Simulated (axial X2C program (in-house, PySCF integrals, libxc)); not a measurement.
**Nuclear properties of HTiH⁻**

Computed with an in-house all-electron X2C program for linear molecules (integrals from PySCF): two-component X2C with atomic mean-field Coulomb and Gaunt terms, Gaussian nuclei, basis H dyall-v3z, Ti dyall-v3z with contracted cores.

H–Ti–H held linear, with bonds 1.925 and 1.925 Å (near the PBE0 minimum at charge -1 of the determinant lowest at the starting distance; the state shown can have its own minimum elsewhere, held linear; other orders of the atoms were not compared).

Input and command:
```json
{"zs": [1, 22, 1], "q": -1, "bas": ["dyall-v3z", "dyall-v3z", "dyall-v3z"], "r0": [1.68, 1.68], "symm": 1, "scan": ["PBE0", "HF", "PBE"], "levels": ["PBE0", "HF", "LDA"], "nst": 2}
```
```bash
python solin.py task.json out
```

Keys: zs atomic numbers; q charge; bas basis sets; r0 starting distance in Å; symm equal bonds; scan levels of the two-bond scan; levels methods; nst determinants followed.

Determinant lowest in the PBE0 search, Ω = 3/2 (⟨Sz⟩ = 1.50, ⟨Lz⟩ = 0.00 at PBE0), spin on the atoms H -0.02, Ti 1.55, H -0.02:

| level | A∥/gI H (MHz) | qzz H (a.u.) | A∥/gI Ti (MHz) | qzz Ti (a.u.) |
| --- | --- | --- | --- | --- |
| PBE0 | 2 | 0.05 | 80.2 | -0.48 |
| HF | 4.08 | 0.05 | 12.3 | -0.43 |
| LDA | 1.63 | 0.04 | 106 | -0.47 |

Determinant 0.13 eV from it at PBE0 and this distance, Ω = 3/2 (⟨Sz⟩ = -1.50, ⟨Lz⟩ = 3.00 at PBE0), spin on the atoms H 0.05, Ti -1.59, H 0.05:

```json
{"level": "PBE0", "A∥/gI H (MHz)": "1.25", "qzz H (a.u.)": "0.05", "A∥/gI Ti (MHz)": "175", "qzz Ti (a.u.)": "-1.83"}
{"level": "HF", "A∥/gI H (MHz)": "-3.11", "qzz H (a.u.)": "0.05", "A∥/gI Ti (MHz)": "294", "qzz Ti (a.u.)": "-1.68"}
{"level": "LDA", "A∥/gI H (MHz)": "1.52", "qzz H (a.u.)": "0.04", "A∥/gI Ti (MHz)": "146", "qzz Ti (a.u.)": "-1.88"}
```

A∥ (defined per Ω) follows by multiplying with gI = μI/(I μN); qzz is the electric field gradient, eQq0 = 234.96 MHz × Q/barn × qzz. The operators were transformed with the bare-nucleus X2C matrices; with these basis sets, hyperfine constants and field gradients can be off by tens of per cent, and where levels differ in sign neither size nor sign is settled.

Question: With Q(47Ti) = 0.302 barn (Q from Pyykkö, Mol. Phys. 2018), turn the PBE0 values of the first state into constants in MHz.

Answer: eQq0(47Ti) = 234.96 × (0.302) × (-0.48) = -34.1 MHz.

The molecule was held linear; bending was not examined, so a bent shape may lie lower.

Each state is one determinant with collinear spin, which with several unpaired electrons need not be a pure state. Unrestricted Hartree–Fock can overshoot spin polarisation at the nuclei. For an anion, determinants above electron detachment, or with a positive highest level, are held by the basis set. This is the top spin component of a Σ state; components of lower Ω are not single determinants and can lie lower. With several open shells hyperfine constants can be off by a factor of several. At HF a later determinant lies lower. States lie within half an eV, so the first need not be the ground state. Where a field gradient or hyperfine factor spreads by more than a factor of two over the levels, a constant derived from it is not to be relied on. PBE0 term energies can be off by some tenths of an eV.
